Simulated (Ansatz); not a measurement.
Ansatz results at the PBE0-D4/def2-TZVP geometry: HOMO energy (PBE/def2-TZVPP) -4.31 eV; LUMO energy (B3LYP/def2-TZVPP) 0.69 eV; LUMO energy (PBE0/def2-TZVPP) 1.01 eV.

Each molecule was computed in one conformer, which needn't be the lowest.

Problem. Which molecule gave them?
A. `C[SiH](C)N(C(C)(C)C)[Si](C)(C)C`
B. `BN[SiH2]Cl`
C. `C=CN(CC)C(C)(C)C`
D. `BN([SiH3])C=C`

Solution. C. The others give `C[SiH](C)N(C(C)(C)C)[Si](C)(C)C`: -5.15, 0.49, 0.78; `BN([SiH3])C=C`: -6.06, -0.90, -0.68; `BN[SiH2]Cl`: -7.56, -0.71, -0.49.

B3LYP here is the variant with VWN-RPA as its local correlation; programs differ in this.
